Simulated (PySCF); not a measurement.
Ti(Cl)(OH)(Me)2 (C2H7ClOTi), SMILES [CH3][Ti]([CH3])([OH])[Cl], multiplicity 1. Heavy atoms are numbered as in [Ti:1]([Cl:2])([OH:3])([CH3:5])[CH3:9]. Hydrogens are named by the atom that carries them.

Geometry optimised at PBE0-D3(BJ)/def2-SVP. The multiplicity is an assumed one; other spin states were not compared. Other conformers were not sampled.

The numbers are results of PBE/pcSseg-1 (PySCF), not measurements.

GIAO shieldings, no solvent; atoms alike by connectivity are averaged. δ = σ(ref) − σ: ³⁵Cl against HCl (σ = 936.5 ppm); ¹⁷O against H2O (σ = 334.3 ppm); ¹H against TMS (σ = 31.49 ppm); ¹³C against TMS (σ = 182.0 ppm), references at their B3LYP-D3(BJ)/def2-TZVP geometries, non-relativistic (without spin–orbit terms, shifts of atoms bonded to Cl or Br come out too high).

```csv
nucleus,atoms,count,δ (ppm)
³⁵Cl,Cl2,1,661.7
¹⁷O,O3 (OH),1,348.7
¹H,H on O3,1,7.20
¹H,H on C5,6,2.26
¹³C,C5 (CH3),2,69.1
```
